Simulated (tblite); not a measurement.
Compound: C7H11OP.
Numbering: `[CH2:1]=[CH:2][P@:3]1(=[O:4])[CH2:5][CH:6]=[C:7]([CH3:8])[CH2:9]1` (hydrogens: H10, H11 on C1; H12 on C2; H13, H14 on C5; H15 on C6; H16, H17, H18 on C8; H19, H20 on C9)

Structure used (GFN2-xTB), in Å, numbered top down from 1:
```
atom  x, y, z in Å
C1     3.1206    1.0228   -0.3806
C2     1.8426    0.7178   -0.5196
P3     1.0994   -0.4938    0.6052
O4     2.0086   -1.0351    1.6207
C5     0.2228   -1.6877   -0.4990
C6    -1.0919   -1.0179   -0.7431
C7    -1.4487   -0.0409    0.0820
C8    -2.7204    0.7369    0.0086
C9    -0.4754    0.2807    1.1807
H10    3.6329    1.7273   -1.0165
H11    3.6960    0.5539    0.4025
H12    1.2121    1.1481   -1.2840
H13    0.1068   -2.6323    0.0426
H14    0.7729   -1.8943   -1.4190
H15   -1.7109   -1.3495   -1.5628
H16   -3.3491    0.3797   -0.8028
H17   -3.2701    0.6476    0.9451
H18   -2.5089    1.7945   -0.1499
H19   -0.3840    1.3530    1.3650
H20   -0.7601   -0.2002    2.1221
```

Calculated harmonic vibrations of the isolated species, GFN2-xTB (tblite), most abundant isotopes, no scaling. The method is semi-empirical: single wavenumbers can be off by several per cent or more. One conformer, not necessarily the lowest.

Harmonic wavenumbers (cm⁻¹): 48.8, 76.7, 132.2, 168.8, 180.6, 244.5, 264.4, 266.9, 345.8, 362.3, 420.5, 484.7, 542.7, 583.6, 657.9, 749.5, 767.8, 777.6, 789.3, 856.2, 887.7, 909.5, 973.4, 982.8, 1001.6, 1014.6, 1050.9, 1056.9, 1088.3, 1137.8, 1187.8, 1224.0, 1225.2, 1279.5, 1296.5, 1378.3, 1402.8, 1422.1, 1425.4, 1475.7, 1481.0, 1663.7, 1721.7, 2919.9, 2925.1, 2962.3, 2965.4, 2998.4, 3014.7, 3047.7, 3060.7, 3081.4, 3086.7, 3111.7.

A = 2479, B = 977.4, C = 917.2 MHz; mass 142.055 u (most abundant isotopes); point group C1, symmetry number 1.

Problem. What is the zero-point energy?

Solution. ½Σν̃ = 35091 cm⁻¹ = 100.33 kcal/mol.

Problem. Give the ideal-gas entropy at 400 K and 1 bar in the rigid-rotor, harmonic-oscillator model (classical rotation).

Solution. Translation 42.25, rotation 30.24, vibration 40.23: S = 112.7 cal/(mol K).

Problem. And Cp and H(400 K) − H(0)?

Solution. Cp = 51.29 cal/(mol K), of which vibrations give 43.34 (their classical limit is 54 R = 107.3); H(400 K) − H(0) = 11.79 kcal/mol without the zero-point energy, 8.61 from vibrations.

Problem. How do the functions run with temperature in this model?

Solution. 
```csv
T (K),S (cal/(mol K)),Cp (cal/(mol K)),H − H(0) (kcal/mol),G − H(0) (kcal/mol),ln q(vib)
150,77.8,24.1,2.34,-9.33,2.76
250,92.7,35.0,5.29,-17.87,5.38
298.15,99.3,40.4,7.11,-22.50,6.67
600,136.8,67.7,23.80,-58.31,14.80
900,167.5,83.2,46.63,-104.11,22.49
```

q(vib) and H(0) count from the zero-point level.

Problem. Blend soft modes into free rotors: weight 1/[1 + (100 cm⁻¹/ν̃)⁴] for the oscillator and the rest for a rotor with moment μB/(μ + B), μ = h/(8π²ν), B = 10⁻⁴⁴ kg m². What vibrational entropy results?

Solution. 37.67 cal/(mol K) in place of 40.23, which changes −T·S at 400 K by +1.03 kcal/mol.

Hindered rotation and anharmonicity are outside this model. Other conformers, if any are populated, would add a mixing term that is left out. The structure is chiral; the term R ln 2 for an equal mix with its mirror image is left out.
